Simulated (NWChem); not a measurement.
## Polarisability of isocyanic acid (CHNO)

SMILES: C(=N)=O
```xyz
4

N      1.1600    -0.0732     0.0000
C     -0.0468     0.0195     0.0000
O     -1.2104    -0.0341     0.0000
H      1.8440     0.6681     0.0000
```
Charge 0, spin multiplicity 1.

Everything below was run with NWChem. Structure: optimised with PBE0/def2-SVP, a minimum by its harmonic frequencies.

Basis set: 6-31G*. The field's frequency is 0.0428 Ha (1065 nm). This basis has no diffuse functions, which lowers polarisabilities.

The correlated methods keep 3 core orbitals frozen. B3LYP has NWChem's definition, with VWN1-RPA local correlation. The Pople sets run with spherical d functions. Coupled-cluster values serve here as a point of comparison, not as the truth.

Task: For the isotropic polarisability, PBE gives 16.42 bohr³ and B3LYP gives 16.24 bohr³. What do HF, CCSD linear response, BHandHLYP give?

Result: HF: 15.75 bohr³; CCSD linear response: 17.11 bohr³; BHandHLYP: 16.03 bohr³.
